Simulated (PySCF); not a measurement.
A calculated (B2PLYP, PySCF 2.14, aug-cc-pCVTZ-DK, the spin-free X2C one-electron Hamiltonian (Gaussian nucleus)) atom or ion has these occupied shells.

```
shell  electrons  orbital energy (eV)  rms radius, mean of both spins (bohr)
 1s α          1              -130.09                                  0.486
 1s β          1              -129.83                                  0.486
 2p α          1              -12.642                                   2.57
```

Task: Name the element and its charge.

Result: Be⁺ (beryllium, charge +1), in [He] 2p1, 2P determinant (an excited configuration).
